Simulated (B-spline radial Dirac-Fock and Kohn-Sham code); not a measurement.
**Nb 4d3/2: cross section and angular parameters**

System: atomic niobium, [Kr] 4d4 5s1; threshold 5.31 eV (orbital energy of the model). Level of theory: Dirac-Hartree-Slater photoionisation with a Latter tail; cross sections with all multipoles, angular parameters from the dipole term and its interference with E2; a radial finite-basis atomic code.

Input of the calculation (task.json; shells as n, l, electrons):

```json
{"items": [{
  "Z": 41,
  "q": 0,
  "cfg": [[1, 0, 2], [2, 0, 2], [2, 1, 6], [3, 0, 2], [3, 1, 6], [3, 2, 10], [4, 0, 2], [4, 1, 6], [4, 2, 4], [5, 0, 1]],
  "A": 93,
  "rrms": 4.324,
  "do": "xps",
  "hv": [52.0, 55.6, 60, 80, 81.7, 89.9, 141.0, 150, 177.0, 184.0, 200, 244.0, 252.0, 300, 322.0, 432.0, 598.0, 800, 1000, 1280.0, 1400.0, 1890.0, 2360.0, 3090.0, 4210.0, 5260.0, 7130.0, 8520.0, 12000, 12300.0],
  "edges": {"K": 18986.0, "L1": 2698.0, "L2": 2465.0, "L3": 2371.0, "M1": 466.6, "M2": 376.1, "M3": 360.6, "M4": 205.0, "M5": 202.3}
}]}
```

Run with: `python xray2_run.py task.json out`

For linearly polarised light dσ/dΩ = σ/(4π) [1 + β P₂(cos θ) + (δ + γ cos²θ) sin θ cos φ], with θ from the polarisation vector and φ the angle between the beam and the projection of the electron momentum on the plane normal to the polarisation.

```csv
hν (eV),σ (kb),β,γ,δ
52,556,1.507,0.019,0.010
55.6,376,1.646,0.027,0.010
60,230,1.812,0.044,0.009
80,30.4,0.908,0.298,-0.037
81.7,28.1,0.581,0.318,-0.045
89.9,26.7,-0.623,0.306,-0.062
141,67.5,0.189,0.031,-0.020
150,70.0,0.309,0.019,-0.017
177,71.0,0.568,-0.004,-0.010
184,70.2,0.619,-0.007,-0.008
200,?,?,?,?
244,56.8,0.907,-0.021,0.001
252,54.8,0.932,-0.021,0.002
300,43.6,1.051,-0.017,0.007
322,39.1,1.091,-0.013,0.009
432,23.2,1.215,0.017,0.017
598,11.6,1.287,0.081,0.026
800,5.81,1.304,0.167,0.035
1000,3.26,1.291,0.250,0.043
1280,1.65,1.255,0.359,0.053
1400,1.27,1.237,0.403,0.058
1890,0.514,1.160,0.560,0.078
2360,0.253,1.089,0.683,0.097
3090,0.103,0.993,0.834,0.128
4210,0.0348,0.874,1.000,0.174
5260,0.0155,0.788,1.112,0.217
7130,0.00493,0.674,1.254,0.290
8520,0.00247,0.609,1.328,0.342
12000,0.000630,0.490,1.441,0.461
12300,0.000570,0.481,1.447,0.471
```

**Question.** Give the values at 200 eV.

**Answer.** σ = 67.5 kb, β = 0.717, γ = -0.014, δ = -0.005.
